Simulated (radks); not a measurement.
The numbers below are computed, except where a source is named.
F3+, configuration [He] 2s2 2p2 (the NIST ground configuration). Code: a radial shooting solver on a logarithmic mesh with Libxc functionals. Model: scalar-relativistic Kohn-Sham, PBE, spin-polarised, spherical densities, finite nucleus; open shells are filled with parallel spins first; Fermi nuclear charge, rms radius 2.8976 fm.

Unscreened Slater integrals over Kohn-Sham orbitals (hartree). They are taken over the spin-up orbitals.

integral     value
F0(2p,2p)   1.1172
F2(2p,2p)  0.52150
F0(2p,2s)   1.0709
G1(2p,2s)  0.64517
F0(2p,1s)   1.5553
G1(2p,1s)  0.20822
F0(2s,2s)   1.0406
F0(2s,1s)   1.4640
G0(2s,1s)  0.12177
F0(1s,1s)   5.3451

Derived for the open shells (J is the average intra-shell exchange parameter used in DFT+U). 2p: J = F2/5 = 0.1043 hartree; in LS coupling 1D lies 6 F2/25 = 0.1252 hartree above 3P.
